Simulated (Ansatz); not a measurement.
The cluster Cd₄S₅. Total charge 0; singlet. Geometry PBE-D4/def2-SVP.

```xyz
9

Cd    0.206   -0.015    2.213
Cd   -2.537    1.248   -2.718
Cd   -0.328    1.656   -0.795
Cd    2.127   -0.630    0.138
S    -1.316   -1.512   -0.770
S     1.904   -1.777    2.289
S     1.479    1.893    0.808
S    -1.918   -0.063    0.660
S     0.383   -0.799   -1.825
```

In the def2 sets Cd takes a core potential; there is no spin–orbit coupling. Another isomer (singlet) lies 1.59 eV lower at PBE0-D4/def2-TZVP; other spin states weren't run for this one.

(1) Estimate the orbital energies around the gap (eV) in Ansatz with PBE-D4/def2-SVP, PBE-D4/def2-TZVP, PBE0-D4/def2-SVP, PBE0-D4/def2-TZVP, BHLYP-D4/def2-TZVP.

Answers

(1) 
| orbital | PBE-D4/def2-SVP | PBE-D4/def2-TZVP | PBE0-D4/def2-SVP | PBE0-D4/def2-TZVP | BHLYP-D4/def2-TZVP |
| --- | --- | --- | --- | --- | --- |
| HOMO−5 | -6.44 | -6.43 | -7.37 | -7.33 | -8.14 |
| HOMO−4 | -6.26 | -6.26 | -7.19 | -7.16 | -7.95 |
| HOMO−3 | -6.01 | -6.00 | -6.94 | -6.91 | -7.69 |
| HOMO−2 | -5.65 | -5.67 | -6.61 | -6.61 | -7.46 |
| HOMO−1 | -5.55 | -5.57 | -6.42 | -6.41 | -7.18 |
| HOMO | -4.97 | -5.01 | -5.91 | -5.94 | -6.79 |
| LUMO | -3.96 | -3.99 | -3.41 | -3.42 | -2.78 |
| LUMO+1 | -3.31 | -3.32 | -2.53 | -2.53 | -1.79 |
| LUMO+2 | -2.93 | -2.97 | -2.13 | -2.16 | -1.36 |
| LUMO+3 | -2.63 | -2.67 | -1.74 | -1.77 | -0.83 |
| LUMO+4 | -2.03 | -2.08 | -1.30 | -1.32 | -0.70 |
| LUMO+5 | -1.68 | -1.74 | -1.01 | -1.05 | -0.32 |
